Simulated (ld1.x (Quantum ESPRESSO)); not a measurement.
**Building the TM potential for titanium (Ti) (PBEsol, scalar-relativistic).**

ld1.x (Quantum ESPRESSO) 7.5 input, shortened:

```
&input
   title='Ti', zed=22., rel=1, dft='PBESOL', iswitch=3,
   config='[Ar] 3d2 4s1 4p0'
 /
 &inputp
   pseudotype=2, tm=.true., lloc=0,
   nlcc=.false.
 /
3
3P  2  1   6.00   0.00  1.30  1.30  0.0
3D  3  2   2.00   0.00  1.95  1.95  0.0
4S  1  0   1.00   0.00  2.90  2.90  0.0
 &test
   configts(1)='3p6 3d2 4s1 4p0'
 /
```

All-electron outer shells of the reference configuration (PBEsol, scalar-relativistic, ld1.x):

```
shell  level (eV)  outermost node (bohr)  outermost maximum (bohr)
   3s      -69.75                   0.40                      0.87
   3p      -46.07                   0.37                      0.90
   3d      -11.39                      –                      0.98
   4s      -10.35                   1.24                      2.74
   4p       -6.58                   1.37                      3.35
```

Calculated quality:

```
Cutoffs needed           : 60 Ry and 80 Ry (the cutoffs (Ry, on a coarse ladder) from which the occupation-weighted sum of valence levels, in a spherical-Bessel basis at the reference potential, stays within 10 and 1 mRy of its value at 400 Ry)
Ghost test               : no extra level below or beside the all-electron valence levels (p, d, s, f tested) (spherical-Bessel basis up to 400 Ry, 20 bohr box)
Largest excitation error : -945 meV (all-electron minus pseudo) for 3p6 3d1 4s2 4p1, out of 7 test configurations
```

Generation and tests took about 2 s on one core of a shared server CPU.
